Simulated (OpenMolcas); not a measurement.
How basis sets differ on SnH2O2 (SMILES [OH][Sn][OH])

The species is SnH2O2 (5 atoms), meant as a singlet with charge 0. SMILES: `[OH][Sn][OH]`. The coordinates come from a PBE0-D4/def2-TZVP relaxation. This is one conformer, not always the lowest.

```xyz
5

O    -0.9843    0.1778   -0.6138
Sn   -0.1537   -0.9439    0.8009
O     1.5618    0.0029    0.6361
H    -1.9012   -0.0056   -0.8314
H     1.5272    0.6951   -0.0333
```

Each level gives the dipole moment (D). The values are calculated.

```
                       level          kind     program  value (D)
        HF/ANO-RCC-MB (DKH2)  Hartree–Fock  OpenMolcas       2.48
                   HF/STO-3G  Hartree–Fock  OpenMolcas       1.76
                    HF/3-21G  Hartree–Fock  OpenMolcas       2.67
HF/def2-SVP (core potential)  Hartree–Fock  OpenMolcas       2.79
```

All-electron rows without a relativistic Hamiltonian named are non-relativistic, while core potentials hold scalar relativity, so basis and relativity change together. The values span 1.76 to 2.79 D. Sets without polarisation functions give poor dipoles.
